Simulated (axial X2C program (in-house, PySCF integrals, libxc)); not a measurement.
## Spin–orbit effects along a row: molecules with I, HF

Calculated with an in-house relativistic program for diatomic molecules, spin-free (one-electron X2C) or two-component (2c: spin–orbit coupling with atomic mean-field Coulomb and Gaunt terms, which also bring small scalar terms), in Dyall basis sets with cores contracted in-house; open shells are unrestricted.

Basis sets: Al dyall-v3z, Cl dyall-av3z, I dyall-cv3z, Mg dyall-cv3z, Na dyall-cv3z, Si dyall-v3z.

| molecule | spin-free state | Re (Å) | ωe (cm⁻¹) | De (eV) | 2c state | Re 2c (Å) | ωe 2c (cm⁻¹) | De 2c (eV) |
| --- | --- | --- | --- | --- | --- | --- | --- | --- |
| NaI | M_S = 0, Λ = 0 | 2.754 | 252.9 | 2.41 | Ω = 0 | 2.756 | 251.9 | 2.11 |
| MgI | M_S = 1/2, Λ = 0 | 2.601 | 314.9 | 1.96 | Ω = 1/2 | 2.604 | 313.0 | 1.66 |
| AlI | M_S = 0, Λ = 0 | 2.583 | 302.5 | 2.84 | Ω = 0 | 2.586 | 301.2 | 2.54 |
| SiI | M_S = 1/2, Λ = 1 | 2.483 | 347.8 | 1.87 | Ω = 1/2 | 2.483 | 348.1 | 1.62 |
| ICl | M_S = 0, Λ = 0 | 2.313 | 421.2 | 0.83 | Ω = 0 | 2.322 | 411.2 | 0.52 |

Each entry is the lowest single determinant of a limited PBE0 search at one distance. De goes to single-determinant-based atoms at the same level (for ions the charge split of lowest energy) and is withheld (n/a) where an atom does not fit its ground term or J level. Main or longest-lived isotopes. Some light 2c atoms are not at their ground J level, so De misses part of their lowering (0.04 eV or less).
